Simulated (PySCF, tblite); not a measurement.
System: H4Sn, singlet: flattening of a tetrahedron along the D2d path, bond length relaxed. Scanned: the two opposite H-Sn-H angles (109.47 = tetrahedral, 180 = square planar). Other coordinates (Sn-H bond length) were minimised at PBE0/def2-TZVP.

Cartesian coordinates as functions of the variables (Å; names that start with a are angles):
```
Sn  0  0  0
H  r*sin(a/2)  0  r*cos(a/2)
H  -r*sin(a/2)  0  r*cos(a/2)
H  0  r*sin(a/2)  -r*cos(a/2)
H  0  -r*sin(a/2)  -r*cos(a/2)
```

Methods: CAM-B3LYP/def2-TZVP, def2 effective core potentials past Kr (PySCF); B3LYP/def2-TZVP, def2 effective core potentials past Kr (PySCF); RHF/def2-TZVP, def2 effective core potentials past Kr (PySCF); GFN2-xTB, 300 K electronic temperature (tblite); MP2 on RHF/def2-TZVP, 4 core orbitals frozen, def2 effective core potentials past Kr (PySCF); CCSD(T) on RHF/def2-TZVP, 4 core orbitals frozen, def2 effective core potentials past Kr (PySCF).

Energies in mEh, each method relative to its own lowest point.

```json
[
 {"a / °": "90", "CAM-B3LYP": "14.5", "B3LYP": "14.0", "RHF": "16.3", "GFN2-xTB": "13.8", "MP2": "14.7", "CCSD(T)": "14.1"},
 {"a / °": "95", "CAM-B3LYP": "7.8", "B3LYP": "7.6", "RHF": "8.8", "GFN2-xTB": "7.3", "MP2": "8.0", "CCSD(T)": "7.6"},
 {"a / °": "100", "CAM-B3LYP": "3.3", "B3LYP": "3.2", "RHF": "3.7", "GFN2-xTB": "3.0", "MP2": "3.3", "CCSD(T)": "3.2"},
 {"a / °": "105", "CAM-B3LYP": "0.7", "B3LYP": "0.7", "RHF": "0.8", "GFN2-xTB": "0.7", "MP2": "0.7", "CCSD(T)": "0.7"},
 {"a / °": "109.47", "CAM-B3LYP": "0.0", "B3LYP": "0.0", "RHF": "0.0", "GFN2-xTB": "0.0", "MP2": "0.0", "CCSD(T)": "0.0"},
 {"a / °": "115", "CAM-B3LYP": "1.1", "B3LYP": "1.0", "RHF": "1.2", "GFN2-xTB": "0.9", "MP2": "1.1", "CCSD(T)": "1.0"},
 {"a / °": "120", "CAM-B3LYP": "3.8", "B3LYP": "3.7", "RHF": "4.3", "GFN2-xTB": "3.2", "MP2": "3.9", "CCSD(T)": "3.8"},
 {"a / °": "130", "CAM-B3LYP": "14.2", "B3LYP": "13.7", "RHF": "15.8", "GFN2-xTB": "11.4", "MP2": "14.7", "CCSD(T)": "14.0"},
 {"a / °": "140", "CAM-B3LYP": "30.8", "B3LYP": "29.6", "RHF": "33.9", "GFN2-xTB": "23.3", "MP2": "32.0", "CCSD(T)": "30.3"},
 {"a / °": "150", "CAM-B3LYP": "53.1", "B3LYP": "50.9", "RHF": "57.7", "GFN2-xTB": "36.8", "MP2": "55.5", "CCSD(T)": "52.3"},
 {"a / °": "160", "CAM-B3LYP": "80.0", "B3LYP": "76.6", "RHF": "85.3", "GFN2-xTB": "48.6", "MP2": "84.2", "CCSD(T)": "79.0"},
 {"a / °": "170", "CAM-B3LYP": "108.6", "B3LYP": "103.9", "RHF": "112.6", "GFN2-xTB": "55.5", "MP2": "115.3", "CCSD(T)": "108.3"},
 {"a / °": "180", "CAM-B3LYP": "—", "B3LYP": "—", "RHF": "—", "GFN2-xTB": "56.9", "MP2": "—", "CCSD(T)": "—"}
]
```

A dash means that the run gave no value there, or that the column was ended at a point which the program doubted or which failed a test of continuity chosen for this set; such a test can also cut sound points.
